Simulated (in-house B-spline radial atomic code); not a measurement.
Radial electron density of Pd, [Kr] 4d9 4f1. Computed with a B-spline radial code for spherical atoms: Dirac-Hartree-Fock, average of configuration, Fermi nucleus of rms radius 4.5318 fm, inside a hard spherical wall at 3.26 bohr.

Columns: r (bohr), 4πr²n(r) (electrons per bohr), bar.

```
 0.00136    1.998 #
 0.00164    2.771 ##
 0.00199    3.863 ##
  0.0024    5.295 ###
  0.0029    7.224 ####
 0.00351    9.787 ######
 0.00424    13.06 ########
 0.00513    17.24 ##########
  0.0062    22.33 #############
  0.0075    28.37 #################
 0.00907    35.17 #####################
   0.011    42.43 ##########################
  0.0133    49.29 ##############################
   0.016    54.84 #################################
  0.0194    58.49 ###################################
  0.0234    59.28 ####################################
  0.0283    57.34 ##################################
  0.0342     53.8 ################################
  0.0414    50.93 ###############################
    0.05    51.43 ###############################
  0.0605    56.71 ##################################
  0.0732     65.3 #######################################
  0.0885    72.53 ############################################
   0.107    73.15 ############################################
   0.129    65.71 ########################################
   0.156    54.76 #################################
   0.189    48.76 #############################
   0.229    51.93 ###############################
   0.276    58.08 ###################################
   0.334    56.87 ##################################
   0.404    44.23 ###########################
   0.488    27.61 #################
    0.59    17.09 ##########
   0.714     15.5 #########
   0.863    17.32 ##########
    1.04    16.85 ##########
    1.26    13.24 ########
    1.53    8.713 #####
    1.84    5.249 ###
    2.23    2.728 ##
     2.7   0.8914 #
    3.23 0.002806
```

On this grid the curve has 4 maxima, near 0.0234, 0.107, 0.276, 0.863 bohr.

The 4f5/2 radial function P(r) = rR(r), positive near the nucleus, with its small component Q(r) (sign convention: Q ≈ (P' + κP/r)/2c):

| r (bohr) | P | Q |
| --- | --- | --- |
| 0.0732 | 0.001317 | 0.0004074 |
| 0.107 | 0.00438 | 0.0008958 |
| 0.156 | 0.01306 | 0.001748 |
| 0.229 | 0.03508 | 0.003007 |
| 0.334 | 0.08087 | 0.004444 |
| 0.488 | 0.1644 | 0.005785 |
| 0.714 | 0.2964 | 0.006644 |
| 1.04 | 0.4746 | 0.006887 |
| 1.53 | 0.7063 | 0.006533 |
| 2.23 | 0.8147 | 0.003274 |
| 3.23 | 0.03485 | -0.004118 |
